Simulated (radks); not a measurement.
Species: Nd26+. Configuration: [Ar] 3d10 4s2 4p4. Calculated with a radial shooting solver on a logarithmic mesh with Libxc functionals: scalar-relativistic Kohn-Sham, SCAN, spin-polarised, spherical densities, finite nucleus; open shells are filled with parallel spins first (spin-orbit coupling, left out, can overturn this in heavy ions); meta-GGA in the generalised Kohn-Sham scheme; Fermi nuclear charge, rms radius 4.9123 fm.

Normalised radial functions P(r) = r R(r), r in bohr:

r	3p down	3d down
0.002501	0.0214	0.0002
0.003613	0.0402	0.0005
0.005221	0.0752	0.0013
0.007543	0.1387	0.0036
0.0109	0.2493	0.0098
0.01562	0.4250	0.0256
0.02257	0.6873	0.0657
0.03261	1.0042	0.1604
0.04712	1.2407	0.3633
0.06808	1.1174	0.7403
0.09836	0.3353	1.3043
0.141	-0.9752	1.8800
0.2037	-2.0492	2.1053
0.2943	-1.9382	1.6572
0.4252	-0.9449	0.8071
0.6144	-0.2083	0.2022
0.8806	-0.0175	0.0216
1.272	-0.0003	0.0006
1.838	0.0000	0.0000

3p down: eigenvalue -2108.6 eV, 1 radial node at r = 0.109 bohr, <r> = 0.261 bohr, 90 % of the charge inside 0.389 bohr. 3d down: eigenvalue -1783.4 eV, 0 radial nodes, <r> = 0.237 bohr, 90 % of the charge inside 0.368 bohr.

Empty levels of this run are not shown, since the potential may be unsettled where no density lies.
